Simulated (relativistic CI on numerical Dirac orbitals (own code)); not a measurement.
Ne: what numerical and physical settings do to a radial Dirac CI calculation

Reference input:

```
atom Ne  Z=10  charge=0  electrons=10
nucleus A=20  rms_radius_fm=3.0055
hamiltonian dirac-coulomb  breit=on  qed=on  c_scale=1
orbitals kli  potential=per-configuration
slater_scale 1
correlation none
mixing on
grid step=0.0125 r_max=102.8
scf mixing=0.4 start=green max_iterations=150 tolerance=2e-08 node_fill=0.05
configurations
  [He] 2s2 2p6
  [He] 2s2 2p5 3s
  [He] 2s2 2p5 3p
end
```

Computed lowest total energy -128.66240 Ha, first excitation 121425.3 cm⁻¹, 32 SCF steps. Runs with settings changed; * marks those that are bad on purpose (the QED terms keep the true α when c is scaled):

| Changed | Outcome | Lowest level | ΔE (Ha) | First excitation (cm⁻¹) | SCF steps | Message |
| --- | --- | --- | --- | --- | --- | --- |
| Slater scale 0.5, Breit term off | converged | 2p6 1S_0 | -0.0166 | 121646.5 | 32 |  |
| speed of light × 10 | converged | 2p6 1S_0 | 0.126 | 121905.0 | 32 |  |
| end of the grid at 71.96 bohr | converged | 2p6 1S_0 | 2.84e-14 | 121425.3 | 32 |  |
| nuclear radius 30.055 fm * | converged | 2p6 1S_0 | 0.00418 | 121429.5 | 32 |  |
| SCF tolerance 0.01 * | converged | 2p6 1S_0 | 3.64e-06 | 121452.1 | 13 |  |

With so few configurations and no correlation, terms lie too far apart (by 10 to 50 % near neutrality), their order can be wrong, and levels of other configurations are missing.
